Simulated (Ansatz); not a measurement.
CH$_{7}$BFNOSi from Hartree–Fock to CCSD(T)

Z-matrix (Å, degrees):
```
B
N 1 1.680
Si 1 2.349 2 50.4
C 1 1.626 2 96.6 3 25.3
H 1 1.203 2 110.8 3 149.6
H 1 1.214 2 104.7 3 -85.8
H 2 1.014 1 111.4 3 -114.3
H 2 1.012 1 116.1 3 121.0
O 3 1.634 1 141.3 2 68.6
H 3 1.477 1 108.5 2 -94.9
F 4 1.425 1 113.5 2 80.5
H 4 1.087 1 118.3 2 -150.7
H 9 0.961 3 115.1 1 40.7
```

Total charge 0; spin multiplicity 1. The bonds changed during the relaxation, so this is another structure than the one it started from. All single points use the PBE0-D4/def2-TZVP geometry. It is one conformer, not always the lowest. Frozen core, restricted reference, the Gaussian-basis code of Ansatz. CBS rows extrapolate triple and quadruple zeta; past MP2 they add the triple-zeta difference.

```json
{"basis": "def2-TZVPP", "HF (Eh)": "-584.51100", "MP2 corr.": "-1.11036"}
{"basis": "def2-QZVPP", "HF (Eh)": "-584.53388", "MP2 corr.": "-1.19712"}
```

Task: Estimate the CCSD correlation energy and the (T) correction in each basis where they were run (hartree).

Result: 
| basis | CCSD corr. | (T) |
| --- | --- | --- |
| def2-TZVPP | -1.14943 | -0.04254 |
| CBS(def2) | -1.30046 | as TZ |
